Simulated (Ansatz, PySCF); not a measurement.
Constitutional and geometric isomers with formula C3H4Si. Gas-phase values, no solvent. Strings in code marks are SMILES.

Quantity: electronic energy of isomers of C3H4Si relative to `C#C[SiH]=C`, in eV.

Level 1: B3LYP-D3(BJ)/def2-TZVP (PySCF)
Level 2: BLYP/cc-pVTZ // B3LYP-D3(BJ)/def2-TZVP (Ansatz, a first-principles code)
Level 3: PBE-D3(BJ)/def2-TZVP // B3LYP-D3(BJ)/def2-TZVP (PySCF)
Level 4: HF/STO-3G // B3LYP-D3(BJ)/def2-TZVP (PySCF)

| species | level 1 | level 2 | level 3 | level 4 |
|---|---|---|---|---|
| `C#CC=[SiH2]` | 0.294 | 0.265 | 0.235 | 0.292 |
| `[SiH2]=C1C=C1` | 1.25 | 1.27 | 1.00 | 1.47 |
| `C=[si]1cc1` | 0.58 | 0.71 | 0.368 | 1.44 |
| `C=C=C=[SiH2]` | 0.163 | 0.054 | 0.036 | 0.78 |
